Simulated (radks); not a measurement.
Ta2+, configuration [Kr] 4d10 4f14 5p6 5d3 6p2 (not the ground configuration). Method: scalar-relativistic Kohn-Sham, r2SCAN, spin-polarised, spherical densities, finite nucleus; open shells are filled with parallel spins first (spin-orbit coupling, left out, can overturn this in heavy ions); meta-GGA in the generalised Kohn-Sham scheme; Fermi nuclear charge, rms radius 5.3507 fm; computed with a radial shooting solver on a logarithmic mesh with Libxc functionals.

Local quantities along the radius. ELF = 1/(1 + alpha^2) is the electron localisation function; alpha = (tau - tau_W)/tau_unif compares the Pauli kinetic energy density with that of the uniform gas (summed over spins); -r V(r) is the screened charge that the Kohn-Sham potential of spin up presents (atomic units). tau is taken from the large components.

r (bohr)	ELF	alpha	-r V(r)
0.0009321	0.999	0.02323	72.64
0.001263	0.999	0.02457	72.50
0.001712	0.999	0.02693	72.29
0.00232	0.999	0.03084	72.02
0.003145	0.999	0.03738	71.66
0.004262	0.998	0.04868	71.16
0.005776	0.995	0.06948	70.51
0.007828	0.988	0.1113	69.65
0.01061	0.960	0.2048	68.54
0.01438	0.843	0.4312	67.11
0.01949	0.537	0.9282	65.15
0.02641	0.333	1.416	62.84
0.03579	0.462	1.080	60.01
0.04851	0.706	0.6461	56.63
0.06574	0.702	0.6513	52.50
0.08981	0.405	1.212	47.48
0.1217	0.430	1.152	42.15
0.165	0.711	0.6372	36.48
0.2236	0.554	0.8966	30.29
0.303	0.271	1.640	23.94
0.4106	0.659	0.7190	18.51
0.5565	0.667	0.7058	13.37
0.7542	0.352	1.355	9.448
1.022	0.354	1.350	6.999
1.385	0.501	0.9971	5.302
1.877	0.283	1.593	4.022
2.544	0.275	1.622	3.481
3.448	0.517	0.9658	3.068
4.674	0.370	1.304	2.671
6.334	0.041	4.841	2.183
8.584	0.000	51.17	2.067

On this mesh the ELF has minima near r = 0.026, 0.10, 0.30, 0.88, 2.2 bohr, which separate the shells, and maxima near 0.056 (0.74), 0.16 (0.71), 0.48 (0.72), 1.4 (0.50), 3.4 (0.52).

Self-consistent cycle (total energy in hartree, residual of the potential): 1: -15577.67617, 1e+01; 2: -15593.41130, 5e+00; 3: -15596.73927, 1e+00; 4: -15596.85864, 1e+00; 5: -15597.08508, 2e-01; 6: -15597.09484, 6e-02; 7: -15597.09551, 4e-03; 8: -15597.09554, 1e-04; 9: -15597.09554, 2e-04; 10: -15597.09554, 2e-05; 11: -15597.09554, 1e-05; 12: -15597.09554, 3e-06.
